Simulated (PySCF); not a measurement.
A structure optimised at PBE-D3(BJ)/def2-SVP, used in a PySCF frequency run:

```
S
Ge 1 2.2494
H 2 1.5473 1 105.42
H 2 1.5525 3 110.70 1 -119.22
H 2 1.5525 3 110.70 4 -121.57
Ge 1 2.2494 2 98.16 3 180.00
H 6 1.5473 1 105.42 2 180.00
H 6 1.5525 7 110.70 1 119.22
H 6 1.5525 7 110.70 8 121.57
```
Charge 0, spin multiplicity 1.

Task: Write its SMILES, formula and point group.

Result: [GeH3][S][GeH3], Ge2H6S, C2v

Task: What are its rotational constants (standard atomic weights)?

Result: 7.2654, 1.1109, 0.98799 GHz
